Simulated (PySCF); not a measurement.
Te(OH)2 (H₂O₂Te), SMILES [Te](O)O.

Geometry optimised at PBE-D3(BJ)/def2-TZVP. The def2 effective core potentials stand for the cores of Te; spin–orbit coupling is left out. One conformer was computed; it need not be the lowest.

Level of theory: TDDFT-ωB97X/def2-SVPD (PySCF).

Vertical excitations. Isolated molecule, no solvent. State labels are in the subgroup C2.

```
state  symmetry  energy (eV)  λ (nm)      f                                                              main pairs
-----  --------  -----------  ------  -----  ----------------------------------------------------------------------
S1            A         3.08     403  0.000                                                          HOMO→LUMO 94 %
S2            B         3.69     336  0.004                                                        HOMO→LUMO+1 93 %
S3            B         5.88     211  0.153                                                        HOMO→LUMO+2 95 %
S4            B         6.31     196  0.002                                    HOMO−2→LUMO+1 46 %, HOMO−1→LUMO 43 %
S5            A         6.36     195  0.018                                    HOMO−2→LUMO 73 %, HOMO−1→LUMO+1 15 %
S6            A         6.72     185  0.049                                    HOMO−1→LUMO+1 73 %, HOMO−2→LUMO 17 %
S7            A         6.80     182  0.024                                                        HOMO→LUMO+3 92 %
S8            B         7.25     171  0.009                                                        HOMO→LUMO+5 82 %
S9            A         7.39     168  0.015                                                        HOMO→LUMO+4 90 %
S10           B         7.46     166  0.154  HOMO−1→LUMO 41 %, HOMO−2→LUMO+1 29 %, HOMO−3→LUMO 9 %, HOMO→LUMO+8 7 %
T1            A         2.46     503      0                                                          HOMO→LUMO 91 %
T2            B         2.82     439      0                                                        HOMO→LUMO+1 88 %
T3            B         5.54     224      0                                                        HOMO−1→LUMO 81 %
T4            A         5.77     215      0                                    HOMO−1→LUMO+1 66 %, HOMO−2→LUMO 18 %
```
Triplets are in the Tamm–Dancoff approximation, which puts them higher than full response would, so one can lie above its singlet here.
